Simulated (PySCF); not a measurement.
SMILES CC(=O)C[SiH2]C(=O)O (C4H8O3Si), GFN2-xTB optimised geometry.

```
16

C      0.76    -2.15    -2.60
C      0.85    -0.65    -2.66
O      0.05     0.02    -3.27
C      1.95    -0.03    -1.85
Si     1.46     0.00     0.00
C     -0.46     0.00     0.00
O     -1.15    -0.99    -0.05
O     -0.96     1.23     0.00
H      0.21    -2.54    -3.45
H      0.21    -2.41    -1.69
H      1.75    -2.61    -2.54
H      2.88    -0.58    -1.98
H      2.10     0.99    -2.20
H      1.90    -1.23     0.66
H      1.93     1.22     0.65
H     -1.93     1.22    -0.09
```

Density from CAM-B3LYP/def2-TZVP in PySCF at that geometry.

Minimum of the electron density along straight lines between bonded atoms, close to the bond critical point (lines longer than 1.1 times the sum of covalent radii, or with two minima, are not listed):

```csv
bond,length / Å,ρ at the minimum / e bohr⁻³,∇²ρ there / e bohr⁻⁵,position (fraction from the first atom)
C1–C2,1.504,0.265,-0.71,0.48
C2–O3,1.207,0.428,[?],0.34
C2–C4,1.504,0.263,-0.69,0.51
C4–Si5,1.918,0.114,0.12,0.61
Si5–C6,1.919,0.116,0.16,0.38
C6–O7,1.206,0.431,-0.25,0.34
C6–O8,1.332,[?],-0.61,0.34
C1–H9,1.087,0.281,-0.98,0.65
C1–H10,1.091,0.276,-0.95,0.65
C1–H11,1.086,0.280,-0.97,0.64
C4–H12,1.088,0.276,-0.94,0.64
C4–H13,1.090,0.277,-0.95,0.65
Si5–H14,1.465,0.128,0.17,0.49
Si5–H15,1.461,0.128,0.16,0.49
O8–H16,0.974,[?],-2.37,0.81
```

Q: Some entries are withheld; supply them.

A: 
- C2–O3, ∇²ρ there / e bohr⁻⁵: -0.18
- C6–O8, ρ at the minimum / e bohr⁻³: 0.315
- O8–H16, ρ at the minimum / e bohr⁻³: 0.346
